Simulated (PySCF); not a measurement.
Highest occupied level (eV) of eight silicon and germanium compounds: PBE beside ωB97X, computed with PySCF for isolated molecules in the bases named; differences from unrounded values. The eight are the first of their class met in an unordered collection, after screening for sound electronic states; none was chosen by its value. Each molecule has one DFT geometry for both levels.

```
molecule                                                                    basis   ωB97X    PBE  difference
----------------------------------------------------------------------  ---------  ------  -----  ----------
C2H4BrFSi, SMILES [SiH](F)(Br)C=C                                       def2-TZVP  -10.72  -7.16        3.56
trifluoro(fluorosilyloxy)silane (F4H2OSi2), SMILES F[SiH2]O[Si](F)(F)F  def2-TZVP  -12.37  -8.38        3.99
C₂H₁₁NSi₃, SMILES [SiH2]([Si@H]1[SiH2]NC1)C                             def2-TZVP   -9.03  -5.34        3.69
Si(Cl)(H)2(NHMe) (CH₆ClNSi), SMILES CN[SiH2]Cl                          def2-TZVP   -9.72    ___         ___
Si(F)2(NH2)2 (F₂H₄N₂Si), SMILES N[Si](N)(F)F                            def2-TZVP  -10.69  -6.60        4.09
C₂H₈O₂Si, SMILES C[Si@H](O)CO                                           def2-TZVP   -9.72    ___         ___
Si(H)(Me)(OH)(NH2) (CH7NOSi), SMILES [SiH](N)(C)O                       def2-TZVP  -10.01    ___         ___
Cl3H3OSi2, SMILES Cl[SiH2]O[SiH](Cl)Cl                                  def2-TZVP  -11.55  -7.72        3.83
```

Problem. Fill in the missing entries. (The exact figures need the calculation; the answer reports its results.)

Solution. 
- Si(Cl)(H)2(NHMe) (CH₆ClNSi), SMILES CN[SiH2]Cl, PBE: -5.94
- Si(Cl)(H)2(NHMe) (CH₆ClNSi), SMILES CN[SiH2]Cl, difference: 3.78
- Si(H)(Me)(OH)(NH2) (CH7NOSi), SMILES [SiH](N)(C)O, PBE: -6.06
- Si(H)(Me)(OH)(NH2) (CH7NOSi), SMILES [SiH](N)(C)O, difference: 3.94
- C₂H₈O₂Si, SMILES C[Si@H](O)CO, PBE: -5.73
- C₂H₈O₂Si, SMILES C[Si@H](O)CO, difference: 3.99

PBE lies below ωB97X in 0 and above it in 8 of the eight; the mean signed difference is 3.86 and the largest 4.09 eV.
